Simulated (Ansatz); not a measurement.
Consider the substitution at a C–C bond: `CC(C)[SiH3]` + `ClB(Cl)[SeH]` → `C[Se]B(Cl)Cl` + `CC[SiH3]`.

Computed with Ansatz on PBE0-D4/def2-TZVP structures; ΔE is electronic, products minus reactants. CCSD(T)/CBS adds triple-zeta CCSD(T) − MP2 to the extrapolated MP2 energy (def2 sets, frozen cores). DFT in def2-TZVPP. B3LYP here is the variant with VWN-RPA as its local correlation; programs differ in this. For Se outer-core shells are correlated without core-valence functions, which leaves a few kJ/mol of doubt a bond. Scalar relativity is left out up to krypton. One conformer a species, not always the lowest.

| level | ΔE (kcal/mol) | difference from CCSD(T)/CBS |
| --- | --- | --- |
| LDA (SPW92) | -0.1 | 1.6 |
| revPBE-D4 | -1.9 | -0.2 |
| BLYP-D4 | -2.5 | -0.8 |
| B97M-V | -1.5 | 0.2 |
| PBE0-D4 | -1.7 | 0.0 |
| BHLYP-D4 | -1.7 | 0.0 |
| B2PLYP | -2.3 | -0.6 |
| PBE | -2.3 | -0.6 |
| PBE0 | -1.8 | -0.1 |
| B3LYP | -2.4 | -0.7 |
| r2SCAN0 | -1.7 | 0.0 |
| CAM-B3LYP | -1.4 | 0.3 |
| SCS-MP2/def2-TZVPP | -2.1 | -0.4 |
| HF/def2-QZVPP | -1.6 | 0.1 |
| SCS-MP2/def2-QZVPP | -2.1 | -0.4 |
| CCSD/CBS(def2) | -1.4 | 0.3 |
| CCSD(T)/CBS | -1.7 | 0 |

Largest T1 diagnostic among the species: 0.011.

Leaving LDA and LC-ωPBE aside and taking each functional with its dispersion term where it has one, the values, not all of them listed here, spread over 1.3 kcal/mol, from BLYP-D4 to CAM-B3LYP-D4. LDA lies +2.3 kcal/mol from PBE without D4. From BLYP to BHLYP (50 % exact exchange), in def2-TZVPP and without D4, ΔE moves by +1.3 kcal/mol.
